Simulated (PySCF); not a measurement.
Fill in the blanks.

Species: C6H13NOSi.
InChI=1S/C6H13NOSi/c1-3-4-6(8)5(2)9-7/h2-4,7,9H2,1H3

```tsv
property	level	value
point group of the GFN2-xTB geometry	GFN2-xTB	C1
rotational constants A, B, C of the GFN2-xTB geometry	GFN2-xTB	?
dipole moment	PBE0/pcSseg-1	1.88 D
HOMO energy	PBE0/pcSseg-1	-7.15 eV
LUMO energy	PBE0/pcSseg-1	?
13C chemical shifts (computed TMS as zero) by class	GIAO PBE0/pcSseg-1	?
1H chemical shifts (computed TMS as zero) by class	GIAO PBE0/pcSseg-1	?
isotropic shieldings of nuclei other than C and H, by class	GIAO PBE0/pcSseg-1	257 (1 N), -326 (1 O), 385 (1 Si) ppm
```

The electronic properties come from PySCF, for the isolated species, density fitting. NMR classes are plain means over equivalent atoms (diastereotopic ones count apart unless rotation or inversion swaps them), as if these changed places fast; in this geometry the members of some classes differ.

(1) What are the 1H chemical shifts (computed TMS as zero) by class?

(2) The LUMO energy?

(3) What are the rotational constants A, B, C of the GFN2-xTB geometry?

(4) What are the 13C chemical shifts (computed TMS as zero) by class?

Answers

(1) 6.85 (1 H), 6.80 (1 H), 4.93 (2 H), 2.65 (2 H), 1.74 (2 H), 1.07 (3 H), 0.32 (2 H) ppm.

(2) -1.77 eV.

(3) 2.939, 0.650, 0.568 GHz.

(4) 211.4 (1 C), 158.9 (1 C), 144.3 (1 C), 42.8 (1 C), 20.8 (1 C), 15.8 (1 C) ppm.

A dipole of 1.88 D is allowed in C1, and pure rotational transitions are dipole-allowed. The rotational constants make it an asymmetric top with κ = (2B − A − C)/(A − C) = -0.93, nearer the prolate limit (−1). With B = h/(8π²I), that is 505.379 GHz u Å² over I, the principal moments of inertia are 172.0, 777.2 and 890.5 u Å² (most abundant isotopes); the inertial defect Ic − Ia − Ib is -58.7 u Å² (zero for a rigid planar frame, negative otherwise). In atomic units the dipole is 0.74 e·bohr (1 au = 2.5417 D).

One conformer stands for the species.
